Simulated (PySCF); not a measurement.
SMILES CC(C)(C)[SiH2][SiH2]Cl (C4H13ClSi2), GFN2-xTB optimised geometry.

```
20

C      2.41    -0.48     0.00
C      0.88    -0.48     0.00
C      0.38     0.96     0.00
C      0.39    -1.18    -1.27
Si     0.22    -1.40     1.56
Si    -2.09    -1.32     1.69
Cl    -2.68     0.19     2.92
H      2.79    -1.50    -0.01
H      2.80     0.02     0.88
H      2.79     0.03    -0.88
H      0.72     1.49     0.89
H     -0.71     1.00    -0.02
H      0.76     1.50    -0.87
H      0.76    -0.66    -2.15
H     -0.70    -1.19    -1.32
H      0.74    -2.21    -1.30
H      0.69    -2.79     1.48
H      0.89    -0.81     2.73
H     -2.68    -2.53     2.26
H     -2.80    -1.07     0.43
```

Density from PBE0/def2-SVP in PySCF 2.14.0 at that geometry.

Minimum of the electron density along straight lines between bonded atoms, close to the bond critical point (lines longer than 1.1 times the sum of covalent radii, or with two minima, are not listed):

```
bond     length / Å  ρ at the minimum / e bohr⁻³  ∇²ρ there / e bohr⁻⁵  position (fraction from the first atom)
-------  ----------  ---------------------------  --------------------  ---------------------------------------
C1–C2         1.528                        0.241                 -0.54                                     0.50
C2–C3         1.529                        0.241                 -0.53                                     0.50
C2–C4         1.529                        0.241                 -0.54                                     0.50
C2–Si5        1.925                        0.110                  0.27                                     0.62
Si6–Cl7       2.029                   (withheld)                  0.32                                     0.37
C1–H8         1.088                        0.276                 -1.01                                     0.62
C1–H9         1.088                        0.277                 -1.01                                     0.62
C1–H10        1.090                        0.274                 -0.99                                     0.62
C3–H11        1.088                        0.276                 -1.01                                     0.62
C3–H12        1.089                        0.275                 -1.00                                     0.62
C3–H13        1.090                        0.274                 -0.99                                     0.62
C4–H14        1.090                        0.274                 -0.99                                     0.62
C4–H15        1.089                        0.276                 -1.00                                     0.62
C4–H16        1.088                        0.276                 -1.01                                     0.62
Si5–H17       1.472                        0.114                  0.31                                     0.49
Si5–H18       1.472                        0.115                  0.31                                     0.49
Si6–H19       1.464                        0.119                  0.32                                     0.49
Si6–H20       1.467                        0.118                  0.31                                     0.49
```

**Question.** Fill in the missing entries.

**Answer.** 
- Si6–Cl7, ρ at the minimum / e bohr⁻³: 0.095
